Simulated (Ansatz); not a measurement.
B(Cl)(Br)(OMe) (CH₃BBrClO), SMILES COB(Cl)Br.

Geometry: B3LYP-D3(BJ)/def2-SVP. Other conformers were not sampled.

Two levels are set side by side: PBE/def2-SVPD (Ansatz, a program for electronic structure) and PBE0/def2-SVPD (Ansatz). Energy differences of separate SCF runs at the same geometry; the states with an electron removed or added have multiplicity 2 and 2. Differences are taken from unrounded values.

```
quantity                            PBE0
---------------------------------  -----
vertical ionisation energy (eV)    10.74
vertical singlet–triplet gap (eV)   6.33
```

**Question.** What does PBE give, and how far is it from PBE0? (The exact figures need the calculation; the answer reports its results.)

**Answer.** 
```tsv
quantity	PBE	PBE minus PBE0
vertical ionisation energy (eV)	10.30	-0.43
vertical singlet–triplet gap (eV)	5.86	-0.47
```
